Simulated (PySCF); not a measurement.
C4H8, charge -1, doublet, at a GFN2-xTB geometry (a state made from the parent by changing its charge; the spin is typed, not shown lowest) (in this run its highest filled SCF level lies above zero, so its values depend strongly on the basis, on diffuse functions most of all). Base run: HF/pcseg-1 run with PySCF.

The PySCF input:
```python
from pyscf import gto, scf

mol = gto.Mole()
mol.atom = '''
    C    -1.115689   -0.882317    0.119557
    C     0.009860    0.110196    0.258606
    C     1.337282   -0.477206   -0.146590
    C    -0.262485    1.471906   -0.178789
    H    -0.939839   -1.772208    0.744455
    H    -1.271399   -1.266159   -0.918015
    H    -2.063509   -0.438135    0.434229
    H     1.588043   -1.354726    0.470181
    H     2.138382    0.255812   -0.021675
    H     1.386618   -0.827185   -1.206409
    H     0.560477    2.179973   -0.005923
    H    -1.212579    1.887151    0.186453
'''
mol.basis = 'pcseg-1'
mol.charge = -1
mol.spin = 1
mol.verbose = 4
mol.build()

mf = scf.UHF(mol)
mf.kernel()
mf.analyze()
```

The base run was repeated with changes; each row names its change, and settings that it needs were set with it.

```
change                                           ΔE vs base (µEh)  fitting functions
-----------------------------------------------  ----------------  -----------------
base                                                          0.0                  -
auxbasis = cc-pvtz-jkfit                                     20.6                556
auxbasis = even-tempered beta=3.0                           -97.2                492
auxbasis = def2-tzvp-ri                                     -12.3                424
auxbasis = even-tempered beta=1.6                            38.5               1024
auxbasis = autoaux                                            224                652
auxbasis = default (with mf = mf.density_fit())              87.8                676
auxbasis = cc-pvtz-ri                                       -82.8                564
auxbasis = even-tempered beta=2.0                            87.8                676
auxbasis = def2-universal-jkfit                              52.0                444
```

A fitting set is made for a task (jfit for Coulomb, jkfit for Coulomb and exchange, ri for correlation) and for a family of orbital bases.

Open shells are given as the SCF converged; they aren't shown to be the lowest states, and a large step between rows can be another state.
